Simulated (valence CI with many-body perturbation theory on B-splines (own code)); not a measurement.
Values are calculated unless marked as measured or tabulated.
# Sensitivity of CI+MBPT for Ir71+

Level of theory: configuration interaction combined with many-body perturbation theory (CI+MBPT): four valence electrons over a frozen Dirac-Fock core [He], radial functions for each j: 6 s, 6 p, 5 d, 3 f, 1 g, with the one-electron correlation potential Σ1 (screened to all orders), the two-electron term Σ2, the three-electron term Σ3, Breit, model QED; selected single and double excitations, second order for the rest (own B-spline code, finite nucleus).

No measured spectrum was set against this ion. As an estimate, large intervals hold to a few tenths of a per cent, small ones and those within an open d or f shell to about a per cent.

The reference run has the lowest level (2s^2 2p1/2^2) J=0 and an ionisation energy of 20214.5 eV. Its largest variational space holds 7545 state functions.

Levels are named by their leading jj configuration (3d3/2^4 stands for four electrons in 3d with j = 3/2), which in mixed levels can hold well under half, so a name can repeat and another be missing. Letters in brackets count levels of one name in rising energy.

Changed runs:
A. core polarisation of operators on → off
B. box radius (bohr) 0.81067 → 3.27
C. correlating orbitals by l 3 3 3 2 1 → 4 4 0 0 0; three-electron term on → off
D. cutoff of virtual states (hartree) 11858 → 937.5 (bad on purpose)

Excitation energies of the reference run in eV, and shifts in cm⁻¹:

```
                     Level  Reference  A        B      C      D
    (2s^2 2p1/2 2p3/2) J=1     1698.8  0     -8.9   -338  -3317
    (2s^2 2p1/2 2p3/2) J=2     1717.1  0     -8.8  +1448  -3092
    (2s 2p1/2^2 2p3/2) J=2     2021.7  0     -7.6  +1142  -1736
    (2s 2p1/2^2 2p3/2) J=1     2114.6  0     -7.8  +6637  -1205
        (2s^2 2p3/2^2) J=2     3442.8  0      -18   +636  -5962
        (2s^2 2p3/2^2) J=0     3509.5  0      -18  +1292  -5110
(2s 2p1/2 2p3/2^2) J=2 [a]     3690.4  0      -16  -1565  -4889
    (2s 2p1/2 2p3/2^2) J=3     3735.8  0      -16  +2572  -4681
    (2s 2p1/2 2p3/2^2) J=0     3803.7  0      -16  +3273  -3591
(2s 2p1/2 2p3/2^2) J=1 [a]     3827.6  0      -17  +5879  -4346
(2s 2p1/2 2p3/2^2) J=2 [b]     3836.3  0      -16  +7791  -4039
(2s 2p1/2 2p3/2^2) J=1 [b]     3841.1  0      -17  +5695  -3713
    Ionisation energy (eV)    20214.5  0  -0.0014   -0.6   -1.1
```

No effect on these energies: A.
